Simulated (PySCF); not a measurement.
Mg(H)(iPr) (C3H8Mg), SMILES C[CH](C)[MgH].

Coordinates come from a r2SCAN-D4/def2-SVP optimisation. The structure was generated by enumeration; whether it is a known compound was not checked.

Two levels are set side by side: TDDFT-PBE/def2-SVPD (PySCF) and TDDFT-ωB97X/def2-SVPD (PySCF). Vertical, same geometry. The lowest singlet is HOMO→LUMO 97 % with PBE and HOMO→LUMO 83 % with the other functional; states are paired by order. Differences are taken from unrounded values.

```json
[
 {"quantity": "lowest singlet excitation (eV)", "TDDFT-ωB97X": "4.79"},
 {"quantity": "lowest triplet excitation (TDA) (eV)", "TDDFT-ωB97X": "4.41"},
 {"quantity": "first bright state (f over 0.05) (eV)", "TDDFT-ωB97X": "5.31"},
 {"quantity": "its oscillator strength", "TDDFT-ωB97X": "0.20"}
]
```

Q: What does TDDFT-PBE give, and how far is it from TDDFT-ωB97X? (Estimate from the structure and the level; the computed values follow.)

A: 
| quantity | TDDFT-PBE | TDDFT-PBE minus TDDFT-ωB97X |
|---|---|---|
| lowest singlet excitation (eV) | 3.93 | -0.86 |
| lowest triplet excitation (TDA) (eV) | 3.67 | -0.74 |
| first bright state (f over 0.05) (eV) | 4.50 | -0.81 |
| its oscillator strength | 0.13 | -0.07 |

A lower first singlet is the usual sign of a functional without exact exchange. Differences between two approximate levels are no errors against the true value.

Rough cost on one machine, each run with all the roots and properties that it gave: TDDFT-ωB97X against TDDFT-PBE about 6 times.
